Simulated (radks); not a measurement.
Results of a calculation; reference values are marked as such.
The palladium ion Pd43+, configuration [He] 2s1 (the NIST ground configuration). Code: a radial shooting solver on a logarithmic mesh with Libxc functionals. Model: Dirac Kohn-Sham, LDA (Slater exchange, Perdew-Wang correlation), spin-unpolarised, spherical densities, finite nucleus; Fermi nuclear charge, rms radius 4.5318 fm.

Normalised radial functions P(r) = r R(r) (large component), r in bohr:

```
   r/bohr * 2s1/2 (the largest magnitude, 2.94, reaches the edge; | marks zero)
 0.001198                             |  *
 0.001319                             |  *
 0.001452                             |  *
 0.001598                             |   *
 0.001745                             |   *
 0.001921                             |   *
 0.002114                             |   *
 0.002327                             |    *
 0.002562                             |    *
  0.00282                             |     *
 0.003104                             |     *
 0.003417                             |      *
 0.003761                             |      *
 0.004107                             |       *
 0.004521                             |       *
 0.004976                             |        *
 0.005477                             |        *
 0.006029                             |         *
 0.006637                             |         *
 0.007306                             |          *
 0.008042                             |           *
 0.008852                             |           *
 0.009666                             |            *
  0.01064                             |            *
  0.01171                             |             *
  0.01289                             |             *
  0.01419                             |             *
  0.01562                             |             *
   0.0172                             |             *
  0.01893                             |             *
  0.02083                             |            *
  0.02275                             |           *
  0.02504                             |          *
  0.02757                             |         *
  0.03035                             |       *
   0.0334                             |     *
  0.03677                             |   *
  0.04047                             |*
  0.04455                           * |
  0.04904                        *    |
  0.05355                    *        |
  0.05895                 *           |
  0.06489             *               |
  0.07142          *                  |
  0.07862       *                     |
  0.08654     *                       |
  0.09526   *                         |
   0.1049  *                          |
   0.1154  *                          |
    0.126   *                         |
   0.1387    *                        |
   0.1527      *                      |
   0.1681         *                   |
   0.1851            *                |
   0.2037               *             |
   0.2242                  *          |
   0.2468                     *       |
   0.2717                       *     |
   0.2967                         *   |
   0.3266                           * |
   0.3595                            *|
   0.3957                            *|
   0.4356                             *
```

2s1/2: eigenvalue -6853.5 eV, 1 radial node at r = 0.0416 bohr, <r> = 0.129 bohr, 90 % of the charge inside 0.197 bohr.
